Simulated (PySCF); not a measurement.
HIn, charge -1, doublet, geometry from GFN2-xTB (such geometries of metal compounds can be far from the true shape) (a state made from the parent by changing its charge; the spin is typed, not shown lowest) (core potentials on In) (in this run its highest filled SCF level lies above zero, so its values depend strongly on the basis, on diffuse functions most of all). Base run: B3LYP/def2-SVPD run with PySCF.

The PySCF input:
```python
from pyscf import gto, scf, dft, solvent

mol = gto.M(
    atom='''
In   -0.000000   -0.000000   -0.035763
H     0.000000    0.000000    1.752387
''',
    basis='def2-svpd',
    ecp={'In': 'def2-svpd'},
    charge=-1,
    spin=1,
    verbose=4,
)

mf = dft.UKS(mol)
mf.xc = 'b3lyp'
mf.kernel()
```

Variants of this job, named by their change:

```
change                                                     ΔE vs base (kJ/mol)
---------------------------------------------------------  -------------------
base                                                                      0.00
model = IEF-PCM; solvent = chloroform; vdw_scale = 1.1                  -174.1
model = IEF-PCM; solvent = chloroform; lebedev_order = 11               -177.7
model = IEF-PCM; solvent = chloroform; vdw_scale = 1.0                  -159.4
model = IEF-PCM; solvent = dichloromethane                              -205.4
model = IEF-PCM; solvent = tetrahydrofuran                              -199.8
model = IEF-PCM; solvent = acetonitrile                                 -226.2
model = IEF-PCM; solvent = n-hexane                                     -105.4
model = COSMO; solvent = chloroform                                     -164.4
model = IEF-PCM; solvent = chloroform; lebedev_order = 41               -181.2
model = IEF-PCM; solvent = chloroform                                   -180.9
model = SS(V)PE; solvent = chloroform                                   -179.6
```

The base is the gas phase, so ΔE is the electrostatic part of solvation at a fixed geometry, without cavity and dispersion terms.

Open shells are given as the SCF converged; they aren't shown to be the lowest states, and a large step between rows can be another state.

The gas-phase anion may not be bound at this level, which the solvent then changes.
